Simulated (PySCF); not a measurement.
**Nuclear quadrupole coupling in PhOCF2H**

PhOCF2H, C₇H₆F₂O.
Geometry (PBE0-D3(BJ)/def2-SVP, Å), atoms numbered from 1 in this order:
```xyz
16
C7H6F2O angstrom
F      3.6442    0.4177    1.0553
C      2.6021   -0.1600    0.4672
F      3.0142   -0.6223   -0.7312
O      1.6478    0.7955    0.3140
C      0.3541    0.4104    0.0818
C     -0.6324    1.3308    0.4386
C     -1.9705    1.0197    0.2266
C     -2.3314   -0.2087   -0.3301
C     -1.3388   -1.1170   -0.6865
C      0.0098   -0.8140   -0.4942
H      2.2499   -1.0184    1.0689
H     -0.3253    2.2804    0.8802
H     -2.7402    1.7433    0.5047
H     -3.3835   -0.4521   -0.4916
H     -1.6084   -2.0758   -1.1354
H      0.7807   -1.5131   -0.8203
```

Field gradients from the PBE0/pcSseg-1 density (PySCF, non-relativistic), principal values in atomic units, ordered |Vxx| ≤ |Vyy| ≤ |Vzz|:

```csv
atom,Vxx,Vyy,Vzz
O4,-0.2857,-1.5999,1.8856
```

**Question.** Find the asymmetry η = (Vxx − Vyy)/Vzz and the couplings χ = eQV/h (234.96 MHz × Q in barn × V in au), with Q(17O) = −0.0256 b.

**Answer.** 
```csv
atom,environment,nucleus,η,χzz (MHz),χxx (MHz),χyy (MHz)
O4,aryl ether oxygen,17O,0.70,-11.34,1.72,9.62
```

**Question.** What is Vzz at O4 in SI units (1 au = 9.71736 × 10²¹ V/m²)?

**Answer.** 1.8856 au = 18.323 × 10²¹ V/m².

**Question.** What couplings would deuterons (Q(2H) = 0.00286 b) have in place of the hydrogens, at this geometry?

**Answer.** 
```tsv
atom	bonded to	bond length (Å)	Vzz (au)	η	χzz (kHz)
H11	C2	1.106	0.2533	0.02	170
H12	C6	1.091	0.3049	0.07	205
H13	C7	1.092	0.3034	0.06	204
H14	C8	1.092	0.3056	0.07	205
H15	C9	1.093	0.3032	0.06	204
H16	C10	1.091	0.3031	0.10	204
```

Geometry: PBE0-D3(BJ)/def2-SVP, one conformer, isolated molecule. A larger basis could move these couplings by a tenth or more.
